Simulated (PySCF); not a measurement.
# Working out the ionisation energy of Ar⁺

Ar⁺ [Ne] 3s2 3p5 (2P) → Ar²⁺ [Ne] 3s2 3p4 (3P). Computed with PySCF 2.14 in x2c-TZVPPall (5s5p3d1f, 42 functions), with the spin-free X2C one-electron Hamiltonian (Gaussian nucleus). Frozen: [Ne]. Energies in hartree (1 hartree = 27.21139 eV):

```tsv
part	Ar⁺ (lower)	Ar²⁺ (upper)
UHF	-528.079083	-527.110109
CCSD correlation	-0.191061	-0.156508
(T)	-0.005312	-0.004107
```

Question: What does Hartree-Fock give?

Answer: (-527.110109) − (-528.079083) = 0.968974 hartree = 26.367 eV.

Question: What do CCSD and CCSD(T) give?

Answer: The CCSD correlation energies differ by 0.034553 hartree = 0.940 eV and the triples by 0.001205 hartree = 0.033 eV, so CCSD gives 27.307 eV and CCSD(T) 27.340 eV.

A first-order spin-orbit estimate adds -0.007 eV to CCSD(T) (valence), giving 27.333 eV against 27.630 eV (measured; NIST Atomic Spectra Database, ionization energies).

What remains against the reference includes basis incompleteness, the frozen core and higher excitations.
